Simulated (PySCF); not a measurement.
PySCF 2.14 output of an unrestricted PBE calculation on a single atom or ion in aug-cc-pVDZ-PP with ECP60MDF, with a scalar-relativistic core potential:

```
SCF conv_tol = 1e-09
number electrons alpha = 9  beta = 4
    J. P. Perdew, K. Burke, and M. Ernzerhof.,  Phys. Rev. Lett. 77, 3865 (1996)
    J. P. Perdew, K. Burke, and M. Ernzerhof.,  Phys. Rev. Lett. 78, 1396 (1997)
    J. P. Perdew, K. Burke, and M. Ernzerhof.,  Phys. Rev. Lett. 77, 3865 (1996)
    J. P. Perdew, K. Burke, and M. Ernzerhof.,  Phys. Rev. Lett. 78, 1396 (1997)
cycle= 1 E= -57.2972187599282  delta_E= -0.00609  |g|= 0.00734  |ddm|= 0.766
cycle= 2 E= -57.2972423458786  delta_E= -2.36e-05  |g|= 0.00633  |ddm|= 0.0581
cycle= 3 E= -57.2972738261818  delta_E= -3.15e-05  |g|= 0.0019  |ddm|= 0.0232
cycle= 4 E= -57.2972756957671  delta_E= -1.87e-06  |g|= 5.93e-05  |ddm|= 0.00945
cycle= 5 E= -57.2972756985871  delta_E= -2.82e-09  |g|= 7.13e-07  |ddm|= 0.000239
cycle= 6 E= -57.2972756985875  delta_E= -3.48e-13  |g|= 5.72e-08  |ddm|= 5.22e-06
converged SCF energy = -57.2972756985875  <S^2> = 8.7507425  2S+1 = 6.0002475
```

The run itself started from symmetry-adapted Hartree-Fock orbitals and held the occupation by maximum overlap, on a logarithmic radial grid, so the iterations belong to that start.

Task: Which element, charge and spin multiplicity is this?

Result: Ta (tantalum, neutral), multiplicity 6; the state was [Xe] 4f14 5d4 6s1, high-spin 6D determinant (an excited configuration).

Energies and moments cover only the electrons outside the core potential. Spin-orbit coupling, absent here, splits the open shell strongly.
